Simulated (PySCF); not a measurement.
**C5H7ClF: g tensor and hyperfine couplings**

Species: C₅H₇ClF (doublet state).
Numbering: `[CH2:1]=[C:2]([F:3])[C@H:4]([CH3:5])[CH:6][Cl:7]` (hydrogens: H8, H9 on C1; H10 on C4; H11, H12, H13 on C5; H14 on C6)

Geometry (GFN2-xTB, Å), atoms numbered from 1 in this order:
```
atom  x, y, z in Å
C1     2.0313    0.5831    0.4747
C2     1.0183   -0.0152   -0.1236
F3     1.2449   -0.7698   -1.2233
C4    -0.4489    0.0878    0.2320
C5    -1.0887   -1.3023    0.2928
C6    -1.0970    0.9315   -0.8063
Cl7   -1.0570    2.6165   -0.6583
H8     3.0374    0.4742    0.1105
H9     1.8777    1.1889    1.3465
H10   -0.5190    0.5795    1.2061
H11   -0.5918   -1.9056    1.0487
H12   -0.9981   -1.8018   -0.6683
H13   -2.1421   -1.2164    0.5440
H14   -1.2677    0.5492   -1.7976
```

The hyperfine couplings belong to this conformer and change with its torsions.

Level of theory: UKS B3LYP, pcH-1 on C Cl F H, non-relativistic, mean-field spin-orbit, GIAO (PySCF 2.14.0). The structure is a single GFN2-xTB conformer in the gas phase; no vibrational or solvent corrections. A GFN2-xTB geometry isn't a minimum of the functional, and hyperfine couplings can be far from their values at a DFT geometry. The SCF solution wasn't tested for stability.

```json
{
  "g1, g2, g3": "2.00162, 2.00742, 2.00895",
  "g_iso": "2.00600",
  "Form of g": "rhombic: the two nearest values differ by 21 % of g3 − g1",
  "⟨S²⟩": "0.7540 (exact 0.7500)",
  "HOMO–LUMO gap, α and β orbitals": "6.04, 5.11 eV",
  "Total energy": "-754.73354 Eh"
}
```

Hyperfine couplings atom by atom, in MHz; T1 to T3 are the principal values of the dipolar part:

```tsv
atom	isotope	a_iso	of which spin–orbit	T1	T2	T3	Mulliken spin population
C1	13C	4.6	0.0	-3.3	-2.1	5.3	0.04
C2	13C	58.6	0.0	-6.5	-4.1	10.6	0.02
F3	19F	-0.5	0.0	-5.4	-3.9	9.3	0.00
C4	13C	-22.1	0.0	-2.1	-0.3	2.4	-0.06
C5	13C	18.1	0.0	-2.0	-1.9	3.9	0.01
C6	13C	144.3	0.5	-79.5	-78.8	158.3	0.92
Cl7	35Cl	7.2	-0.1	-32.0	-21.8	53.8	0.10
H8	1H	2.6	0.0	-2.0	-1.0	3.0	0.00
H9	1H	-0.7	0.0	-1.8	-0.2	2.0	0.00
H10	1H	22.1	0.0	-5.1	-4.1	9.2	0.01
H11	1H	2.6	0.0	-1.9	-1.6	3.5	0.00
H12	1H	-1.8	0.0	-3.0	-2.8	5.7	0.00
H13	1H	-1.3	0.0	-4.3	-2.5	6.8	0.00
H14	1H	-53.2	0.1	-36.3	-2.0	38.3	-0.04
```

Largest spin populations (Mulliken): C6 (+0.92), Cl7 (+0.10) and C4 (-0.06). C6 is the only atom above +0.15. The angles at C6 add up to 356.3°, so it is nearly planar; its axial dipolar tensor and the negative coupling of its proton fit spin in a p orbital normal to that plane.

Axes: g3 points within 15° of the C4–C6 bond.

Under fast tumbling the dipolar parts average out, and these isotropic splittings remain: 1 × 1H (H14, I = 1/2, 2 lines) with 1.90 mT, 1 × 1H (H10, I = 1/2, 2 lines) with 0.79 mT, 1 × 35Cl (Cl7, I = 3/2, 4 lines) with 0.26 mT and 1 × 1H (H8, I = 1/2, 2 lines) with 0.09 mT.

Main isotope only: 35Cl (natural samples also hold 24 % 37Cl, magnetic too, which adds its own pattern).

The 13C coupling of C6 (144.3 MHz) shows only in satellite lines or after enrichment, since that isotope makes up about 1.07 % of natural carbon.
